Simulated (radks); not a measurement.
The numbers below are computed, except where a source is named.
The tungsten ion W2+ inside a hard spherical wall (all orbitals vanish at R), configuration held at [Xe] 4f14 5d4 and not refilled when levels cross. Level of theory: scalar-relativistic Kohn-Sham, PBE, spin-polarised, spherical densities, finite nucleus; open shells are filled with parallel spins first (spin-orbit coupling, left out, can overturn this in heavy ions); Fermi nuclear charge, rms radius 5.3658 fm (a radial shooting solver on a logarithmic mesh with Libxc functionals). Eigenvalues in eV for spin up, with the zero of energy where the potential of the charges vanishes at infinity; a dash marks a level that is unbound or too diffuse for the functional's potential to be trusted. A positive occupied level is held by the wall or, in an anion where self-interaction has pushed it up, behind a barrier. The pressure on the wall is -dE/dV.

R (bohr)  E (hartree)  kinetic (hartree)    e(5s)    e(5p)    e(4f)    e(5d)  e(6s, empty)  e(6p, empty)  pressure (GPa)
free      -16139.1909          17776.587  -95.642  -60.108  -49.186  -20.959       -20.044       -13.491               0
15        -16139.1909          17776.587  -95.642  -60.108  -49.186  -20.959       -20.044       -13.491        < 0.0001
10        -16139.1909          17776.587  -95.642  -60.108  -49.186  -20.959       -20.044       -13.488        < 0.0001
8         -16139.1908          17776.587  -95.639  -60.105  -49.183  -20.956       -20.039       -13.443         0.00302
7         -16139.1906          17776.591  -95.622  -60.089  -49.166  -20.942       -20.010       -13.296          0.0306
6         -16139.1886          17776.611  -95.531  -60.003  -49.070  -20.861       -19.846       -12.765           0.297
2         -16131.4769          17811.551  -62.658  -24.007  -11.010   30.171        105.84        144.70           12400
1.5       -16104.7166          17913.453    3.438   55.139   48.759   131.90        343.94        405.89          117000
